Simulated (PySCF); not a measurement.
Basis and Hamiltonian dependence of the ionisation energy of Ti⁺

Ti⁺ [Ar] 3d2 4s1 (4F) → Ti²⁺ [Ar] 3d2 (3F). All values are computed (PySCF 2.14, energy differences of UHF-based or UKS calculations, no spin-orbit coupling). Values in eV.

| basis | Hamiltonian | functions | UHF | r2SCAN | PBE0 | MP2 (valence) | CCSD(T) (valence) | CCSD(T) (valence and next inner shell) |
| --- | --- | --- | --- | --- | --- | --- | --- | --- |
| 6-31G* | non-relativistic | 34 | 12.836 | n/a | n/a | 12.914 | n/a | n/a |
| jorge-DZP-DKH | spin-free X2C | 43 | 12.916 | n/a | 13.746 | 13.040 | n/a | n/a |
| aug-cc-pVDZ | non-relativistic | 59 | 12.866 | 13.707 | 13.687 | 13.011 | 13.067 | n/a |
| aug-cc-pVDZ-DK | spin-free X2C | 59 | 12.953 | 13.807 | 13.782 | 13.103 | 13.160 | n/a |
| jorge-TZP-DKH | spin-free X2C | 65 | 12.942 | n/a | n/a | n/a | n/a | 13.514 |
| def2-TZVPPD | non-relativistic | 67 | 12.852 | 13.721 | 13.680 | 13.024 | 13.077 | 13.469 |
| cc-pVTZ | non-relativistic | 68 | 12.852 | n/a | 13.696 | 13.028 | n/a | n/a |
| cc-pVTZ-DK | spin-free X2C | 68 | 12.940 | 13.837 | 13.794 | 13.119 | n/a | n/a |
| aug-cc-pVTZ-DK | spin-free X2C | 93 | 12.940 | 13.838 | 13.795 | 13.122 | 13.178 | n/a |
| x2c-QZVPPall | spin-free X2C | 96 | 12.938 | 13.829 | 13.790 | 13.123 | 13.180 | 13.584 |
| dyall-av2z | non-relativistic | 101 | 12.851 | 13.707 | 13.677 | 13.009 | 13.060 | n/a |
| aug-cc-pVTZ with one added diffuse shell each of s, p, d, f, g type | non-relativistic | 118 | 12.852 | 13.734 | 13.697 | 13.030 | n/a | n/a |
| x2c-QZVPPall with one added diffuse shell each of s, p, d, f, g type | spin-free X2C | 121 | 12.938 | 13.830 | 13.790 | 13.123 | n/a | n/a |
| aug-cc-pVQZ-DK | spin-free X2C | 140 | 12.936 | 13.834 | 13.796 | 13.127 | n/a | n/a |

Extrapolation of MP2 (valence) from aug-cc-pVTZ-DK and aug-cc-pVQZ-DK: the correlation parts are 0.182 and 0.190 eV; with the X⁻³ form and unrounded values, (4³ × 0.190 − 3³ × 0.182)/(4³ − 3³) = 0.197 eV, and adding the Hartree-Fock value 12.936 eV of the larger basis gives 13.133 eV.

Frozen in the all-electron rows: valence: [Ar]; valence and next inner shell: [Ne].

Non-relativistic rows lack the scalar-relativistic shift.

Between the lowest levels the reference is 13.575 eV (measured; NIST Atomic Spectra Database, ionization energies); it includes spin-orbit coupling, which these numbers lack.
